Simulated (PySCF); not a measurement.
PySCF 2.14 output of an unrestricted PBE calculation on a single atom or ion in def2-TZVPPD (6s3p3d1f, 37 functions), with the non-relativistic Hamiltonian (point nucleus):

```
SCF conv_tol = 1e-09
number electrons alpha = 3  beta = 1
    J. P. Perdew, K. Burke, and M. Ernzerhof.,  Phys. Rev. Lett. 77, 3865 (1996)
    J. P. Perdew, K. Burke, and M. Ernzerhof.,  Phys. Rev. Lett. 78, 1396 (1997)
    J. P. Perdew, K. Burke, and M. Ernzerhof.,  Phys. Rev. Lett. 77, 3865 (1996)
    J. P. Perdew, K. Burke, and M. Ernzerhof.,  Phys. Rev. Lett. 78, 1396 (1997)
cycle= 1 E= -23.9240891547345  delta_E= -0.00152  |g|= 0.00482  |ddm|= 0.0742
cycle= 2 E= -23.9241110280815  delta_E= -2.19e-05  |g|= 0.00136  |ddm|= 0.00947
cycle= 3 E= -23.9241125733071  delta_E= -1.55e-06  |g|= 0.000103  |ddm|= 0.00198
cycle= 4 E= -23.924112575905  delta_E= -2.6e-09  |g|= 5.33e-06  |ddm|= 6.2e-05
cycle= 5 E= -23.9241125759234  delta_E= -1.85e-11  |g|= 9.3e-08  |ddm|= 5.7e-06
converged SCF energy = -23.9241125759234  <S^2> = 2.0000178  2S+1 = 3.0000118
```

The run itself started from symmetry-adapted Hartree-Fock orbitals and held the occupation by maximum overlap, on a logarithmic radial grid, so the iterations belong to that start.

Q: Which element, charge and spin multiplicity is this?

A: B+ (boron, charge +1), multiplicity 3; the state was [He] 2p2, high-spin 3P determinant (an excited configuration).
